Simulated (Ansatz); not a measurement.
System: Si2N2H7 (charge 0, doublet). SMILES: N[SiH]N[SiH3]
Coordinates optimised at B3LYP-D3(BJ)/def2-TZVP (Ansatz, an electronic-structure program):
```
N
H 1 1.0130
Si 1 1.7334 2 113.85
N 3 1.7180 1 107.03 2 48.07
H 4 1.0058 3 122.54 1 -157.36
H 4 1.0092 5 112.82 3 165.85
Si 1 1.7337 2 115.41 3 -171.12
H 7 1.4778 1 107.92 2 -170.43
H 7 1.4839 8 109.97 1 -119.84
H 7 1.4847 8 108.86 9 -117.26
H 3 1.4981 4 116.44 5 86.59
```
Charge 0, spin multiplicity 2.

Property: atomisation energy, in kcal/mol. Set-up: six Cartesian d functions in 6-31G* and its kin unless marked 5d; valence correlation only; atomisation electronic, to ground-state atoms; UHF or UKS for open shells; non-relativistic; no spin-orbit coupling; LANL2DZ with its own core potentials from Na on; 6-311+G** with 5d, 6d on Na to Ar in Ansatz. CBS(X,Y): correlation extrapolated as X^-3; Hartree-Fock from the larger set. Ab initio and DFT rows: single points at B3LYP-D3(BJ) geometries (Ansatz).

Coupled cluster (Ansatz) is a level with limits of its own, used here on species with T1 under 0.025 (0.045 for open shells) and stable references: CCSD(T)/CBS(cc-pV(T+d)Z,cc-pV(Q+d)Z).

Value to compare with, CCSD(T)/CBS(cc-pV(T+d)Z,cc-pV(Q+d)Z) (Ansatz): 843.2 kcal/mol.

```csv
level,program,atomisation energy (kcal/mol),difference
MP2/STO-3G,Ansatz,789.4,-53.8
MP2/3-21G,Ansatz,650.8,-192.4
MP2/LANL2DZ,Ansatz,667.0,-176.2
MP2/6-31G*,Ansatz,725.6,-117.6
MP2/6-311+G**,Ansatz,779.4,-63.8
```

Among the 5 habitual levels, MP2/3-21G lies farthest from CCSD(T)/CBS(cc-pV(T+d)Z,cc-pV(Q+d)Z) (Ansatz) (-192.4 kcal/mol) and MP2/STO-3G nearest (-53.8); 0 of 5 lie above it, and their mean absolute difference is 120.8 kcal/mol, the median 117.6. One case shows no general order.

The sets are all those run for this method; left out are runs that failed, that the program found above a lower state of the same kind, or whose <S^2> lies over 0.5 above the pure value.
